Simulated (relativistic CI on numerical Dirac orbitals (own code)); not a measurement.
## Spin-allowed bands of a d2 ion in an octahedral site, by hand

Problem. Take Δ = 24000 cm⁻¹ and B = 580 cm⁻¹ for a d2 ion in an octahedral site. Calculate the three spin-allowed bands.

Working.
1. The terms of highest spin are 3F (energy 0) and 3P (15B = 8700 cm⁻¹). Here the F term splits into A2 at +1.2Δ = 28800, T2 at +0.2Δ = 4800 and T1 at −0.6Δ = -14400 cm⁻¹.
2. The two T1 states mix through the element 0.4Δ: H = [[-14400, 9600], [9600, 8700]], with roots ½(H₁₁ + H₂₂) ∓ ½√[(H₂₂ − H₁₁)² + 4H₁₂²] = ½(-5700) ∓ ½(30037) = -17869 and 12169 cm⁻¹.
3. The ground term is 3T1 at -17869 cm⁻¹.
4. Bands: 3T2 22669 cm⁻¹ (441 nm), 3T1(P) 30037 cm⁻¹ (333 nm), 3A2 46669 cm⁻¹ (214 nm).

Check. Exact diagonalisation of the whole d2 shell with these parameters gives 3T2 22669, 3T1 30037, 3A2 46669 cm⁻¹. The match is exact, since without spin-orbit coupling no other term has this spin. The ratio of the second band to the first, 1.325, depends on Δ/B = 41.4 alone, which is how a Tanabe-Sugano diagram is read.
